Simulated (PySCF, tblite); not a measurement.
Compound: C5H8F3NSi.
Atom-mapped SMILES: `[CH3:1][C:2]#[C:3][SiH2:4][NH:5][CH2:6][C:7]([F:8])([F:9])[F:10]` (hydrogens: H11, H12, H13 on C1; H14, H15 on Si4; H16 on N5; H17, H18 on C6)

Geometry (GFN2-xTB, Å), atoms numbered from 1 in this order:
```
atom  x, y, z in Å
C1    -3.359    1.047   -0.105
C2    -2.281    0.086   -0.109
C3    -1.386   -0.722   -0.110
Si4    0.051   -1.880   -0.153
N5     1.558   -1.149   -0.617
C6     2.305   -0.278    0.229
C7     1.770    1.158    0.246
F8     2.677    2.023    0.735
F9     0.670    1.301    0.996
F10    1.456    1.593   -0.984
H11   -2.955    2.053    0.004
H12   -4.035    0.845    0.726
H13   -3.917    0.986   -1.039
H14    0.309   -2.410    1.188
H15   -0.150   -2.886   -1.197
H16    1.658   -0.899   -1.590
H17    2.270   -0.645    1.257
H18    3.352   -0.217   -0.094
```

Jobs on this species (18 atoms, 86 electrons) with PySCF (density fitting) and tblite. Hardware of each: an Arm Neoverse V1 with one thread, shared host. The host was shared with other jobs, so the times are rough.

```json
{"level and settings": "GFN2-xTB", "work": "L-BFGS relaxation", "basis functions": "–", "SCF cycles": "–", "wall time": "0.92 s"}
{"level and settings": "GFN2-xTB", "work": "Hessian by finite differences", "basis functions": "–", "SCF cycles": "–", "wall time": "0.79 s"}
{"level and settings": "PBE0/pcSseg-1", "work": "shieldings, charges and field gradients", "basis functions": "217", "SCF cycles": "?", "wall time": "?"}
```

Task: Fill in the missing figures.

Result: 
- PBE0/pcSseg-1; shieldings, charges and field gradients: 49 s, 14 SCF cycles

Task: What do all jobs in the table cost together?

Result: About 51 s; the longest takes about 97 % of that, and about 62 times as long as the shortest.
